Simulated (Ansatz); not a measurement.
# Stretch profile

NaAsH₂O, singlet, at its PBE0-D4/def2-TZVP minimum:

```json
{"atom": "O1", "x (Å)": "-0.7279", "y (Å)": "-0.4358", "z (Å)": "-0.2734"}
{"atom": "As2", "x (Å)": "0.8438", "y (Å)": "0.6231", "z (Å)": "-0.6107"}
{"atom": "Na3", "x (Å)": "0.6884", "y (Å)": "-1.6415", "z (Å)": "0.8344"}
{"atom": "H4", "x (Å)": "-1.4941", "y (Å)": "0.0094", "z (Å)": "-0.6341"}
{"atom": "H5", "x (Å)": "0.6898", "y (Å)": "1.4448", "z (Å)": "0.6838"}
```

The bond length O1–H4 (0.957 Å at the minimum) is set to the values below, the two halves moving rigidly along the bond. Each method's energies count from its own value at the PBE0-D4 minimum structure. Ansatz 0.2.0; basis: def2-TZVPP; cores frozen in the correlated methods. Filled d shells of the heavier atoms are correlated. The outer core shell of Li, Na, Mg and K is correlated. The def2 sets are not built for correlating such inner shells, so the correlated values are less sure here.

CCSD(T) energies along the scan:
| bond length (Å) | CCSD(T) (kcal/mol) |
| --- | --- |
| 0.861 | 6.97 |
| 0.880 | 4.25 |
| 0.908 | 1.57 |
| 0.941 | 0.14 |
| 0.978 | 0.29 |
| 1.017 | 2.00 |
| 1.059 | 5.17 |
| 1.102 | 9.44 |
| 1.148 | 14.79 |
They count from the CCSD(T) energy at the PBE0-D4 minimum.

Minimum and curvature along this coordinate at CCSD(T): A fifth-order fit through the nearest points gives 0.956 Å, with a curvature of about 53 eV/Å².

Question: Treat the two halves as rigid bodies and work out the harmonic wavenumber of this stretch from that curvature (ν̃ = 521.5 √(k/μ) cm⁻¹ with k in eV/Å² and μ in u).

Answer: The halves weigh 114.92 and 1.01 u, so μ = 114.92 × 1.01/115.93 = 1.001 u and ν̃ = 521.5 √(53/1.001) ≈ 3800 cm⁻¹. A true normal mode mixes in other motions, so this is a guide only.

Largest difference from the CCSD(T) curve over the scan: PBE-D4 2.44; r2SCAN-D4 0.47; PBE0-D4 0.38; HF 5.42 kcal/mol. Each curve counts from its own value at the minimum.

T1 diagnostic: at most 0.012.

For scale, one of the runs: CCSD(T)/def2-TZVPP, 139 basis functions, launched by `ansatz run in.yaml --threads 2 --pin off --events-out ev --progress --plain --max-ram 4352MiB`. Hardware: 2 CPU threads of an Arm Neoverse V1, shared host. Wall time 36 s; peak host memory 0.89 GiB.
